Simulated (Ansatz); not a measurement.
Cost and result up the ladder for SiH2Me(OMe) (C2H8OSi) (12 atoms). The state is a singlet with charge 0. Geometry: r2SCAN-D4/def2-SVP.

```xyz
12

Si   -0.514    0.223   -0.456
H    -1.119    1.543   -0.080
H    -0.052    0.320   -1.880
C    -1.740   -1.161   -0.242
H    -2.626   -1.005   -0.878
H    -2.076   -1.224    0.805
H    -1.287   -2.127   -0.515
O     0.784   -0.113    0.541
C     1.916    0.718    0.648
H     2.437    0.835   -0.322
H     2.622    0.263    1.360
H     1.656    1.727    1.021
```

Ansatz on 4 threads of Arm Neoverse V1 on a shared host. Times are rough, and most runs start from the orbitals of an earlier one. ωB97M-V/def2-TZVP serves as the yardstick here, not as an exact answer. Differences are given only for rows in sets of like size (and for xTB, whose basis is part of the method), since another set adds its own error. Binding counts from free atoms at the same level (Si triplet, H doublet, C triplet, O triplet; other spins of the atoms weren't run), without zero-point energy or a counterpoise term.

LC-ωPBE has ω = 0.4 bohr⁻¹. Correlated methods freeze 8 core orbitals.

Correlated methods converge slowly with the basis.

```csv
level,functions,wall time,binding energy per atom (eV),difference from ωB97M-V/def2-TZVP (eV)
HF/STO-3G,32,0.1 s,3.50,–
PBE-D4/def2-SVP,100,0.8 s,3.82,–
LDA (SPW92)/def2-TZVP,178,0.85 s,4.26,0.46
PBE0-D4/def2-SVP,100,0.85 s,3.78,–
PBE-D4/def2-TZVP,178,1.2 s,3.81,0.02
MP2/def2-TZVP,178,1.3 s,3.68,-0.11
LC-ωPBE/def2-TZVP,178,1.7 s,3.76,-0.03
PBE0-D4/def2-TZVP,178,1.7 s,3.77,-0.02
r2SCAN-D4/def2-TZVP,178,2.7 s,3.79,-0.01
r2SCANh-D4/def2-TZVP,178,3 s,3.77,-0.02
ωB97M-V/def2-TZVP,178,5.5 s,3.79,0.00
B97M-V/def2-TZVP,178,6 s,3.79,-0.01
ωB97X-V/def2-TZVP (with forces),178,6.5 s,3.80,0.00
CCSD(T)/def2-TZVPP,247,5.5 min,3.71,-0.08
```
